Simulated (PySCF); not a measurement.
Isomers of C5H9NO3Si, one GFN2-xTB conformer each. Single-point energies are computed at PBE0/pcSseg-1 (PySCF, gas phase, no added dispersion term), electronic only.

**Question.** Rank them by PBE0/pcSseg-1 energy, lowest first (kcal/mol).
A. `[NH2:1][C:2](=[O:3])[CH2:4][C@H:5]1[O:6][CH2:7][C:8](=[O:9])[SiH2:10]1` with H–N1–C2–O3 1° and 179°, N1–C2–C4–C5 -159°, C2–C4–C5–O6 -157°, C4–C5–O6–C7 166°, C5–O6–C7–C8 -41°, O6–C7–C8–O9 -166°, C7–C8–Si10–C5 7°
B. `[CH2:1]=[N:2][C:3](=[CH2:4])[O:5][SiH2:6][O:7][C:8]([CH3:9])=[O:10]` with C1–N2–C3–C4 -43°, N2–C3–O5–Si6 6°, C3–O5–Si6–O7 180°, O5–Si6–O7–C8 -177°, Si6–O7–C8–C9 180°
C. `[CH3:1][C:2](=[O:3])[C@@H:4]1[CH2:5][Si@H:6]([C:7]([NH2:8])=[O:9])[O:10]1` with C1–C2–C4–C5 -100°, C5–Si6–C7–N8 -54°, Si6–C7–N8–H -2° and -178°

**Answer.** B (0.0), C (2.4), A (29.3).

As drawn, the lowest has a C=N bond, a C(=O)–O unit and an Si–O bond, which the highest lacks; the highest has an N–H bond, a C(=O)–N unit and an Si–C bond, which the lowest lacks. Neighbours under 2.5 kcal/mol apart (C=NC(=C)O[SiH2]OC(C)=O and CC(=O)[C@@H]1C[Si@H](C(N)=O)O1) can change places with a better method, another conformer or zero-point energy. GFN2-xTB itself gives, in the same order: 0.0, 43.3, 58.2. Both levels put the same isomer lowest; measured from each level's own lowest isomer, the values differ by up to 40.9 kcal/mol (CC(=O)[C@@H]1C[Si@H](C(N)=O)O1: 43.3 against 2.4).

**Question.** Which frontier levels, dipoles and rotational constants go with these structures?

**Answer.** 
```csv
SMILES,"HOMO (eV, PBE0/pcSseg-1)",LUMO (eV),dipole (D),"A, B, C (MHz)"
C=NC(=C)O[SiH2]OC(C)=O,-6.83,-1.62,2.78,"3412, 506.0, 449.1"
CC(=O)[C@@H]1C[Si@H](C(N)=O)O1,-6.82,-1.32,5.38,"2272, 779.0, 649.1"
NC(=O)C[C@H]1OCC(=O)[SiH2]1,-5.69,-0.65,7.39,"2792, 703.3, 577.5"
```
